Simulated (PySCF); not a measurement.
O2Ti, singlet, at a GFN2-xTB geometry (such geometries of metal compounds can be far from the true shape).

Input for PySCF:
```python
from pyscf import gto, scf, dft

mol = gto.M(
    atom='''
Ti    0.23899428    0.04573060    0.28655580
O     0.69526851    0.11672313   -1.27662119
O    -1.35250277   -0.24248227    0.48859274
''',
    basis='def2-sv(p)',
    verbose=3,
)

mf = dft.RKS(mol)
mf.xc = 'r2scan'
mf.kernel()
mf.analyze()
```

Question: What number of basis functions does R2SCAN/def2-SV(P) run with PySCF give?

Answer: 52

Question: Estimate the HOMO energy that R2SCAN/def2-SV(P) returns for this input.

Answer: -5.59 eV

Question: What HOMO-LUMO gap does R2SCAN/def2-SV(P) give?

Answer: 2.89 eV

Question: Give the total energy at the level R2SCAN/def2-SV(P).

Answer: -999.627286 Ha
